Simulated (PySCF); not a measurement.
Dipole response of Rh (rhodium, neutral)

[Kr] 4d7 5s1 5p1, one real determinant (an excited configuration). All numbers are calculated (PySCF 2.14, scalar relativity through the core potential, in aug-cc-pwCVDZ-PP with ECP28MDF). Coupled (time-dependent) response in atomic units; α is the mean over directions. A double-zeta set is small for polarisabilities.

```json
{"method": "BLYP", "mean α (bohr³)": "105.1", "α xx, yy, zz": "76.42, 161.4, 77.45", "C₆ (like pair)": "1154", "S(−4)": "8776"}
```

S(−4) is the Cauchy moment in α(ω) = α(0) + S(−4) ω² + …

Spin-orbit coupling is absent.

α(iu) at BLYP:

```json
{"u (hartree)": "0", "α(iu) (bohr³)": "105.1"}
{"u (hartree)": "0.0500", "α(iu) (bohr³)": "88.46"}
{"u (hartree)": "0.100", "α(iu) (bohr³)": "64.32"}
{"u (hartree)": "0.200", "α(iu) (bohr³)": "35.45"}
{"u (hartree)": "0.300", "α(iu) (bohr³)": "22.54"}
{"u (hartree)": "0.500", "α(iu) (bohr³)": "12.35"}
{"u (hartree)": "0.750", "α(iu) (bohr³)": "7.753"}
{"u (hartree)": "1.00", "α(iu) (bohr³)": "5.586"}
{"u (hartree)": "1.50", "α(iu) (bohr³)": "3.422"}
{"u (hartree)": "2.00", "α(iu) (bohr³)": "2.327"}
{"u (hartree)": "3.00", "α(iu) (bohr³)": "1.270"}
{"u (hartree)": "5.00", "α(iu) (bohr³)": "0.5377"}
```

A single London oscillator, α(iu) = α/(1 + u²/ω²), gives C₆ = (3/4) ω α². Matching the computed C₆ needs ω = 4 × 1154 / (3 × 105.1²) = 0.139 hartree.

The components differ because the open shell of this determinant is not spherical; for a pure term their mean is the scalar polarisability.

⟨L²⟩ = 13.85 against 20 for a pure G term, so this real determinant mixes terms. Energies and moments cover only the electrons outside the core potential.
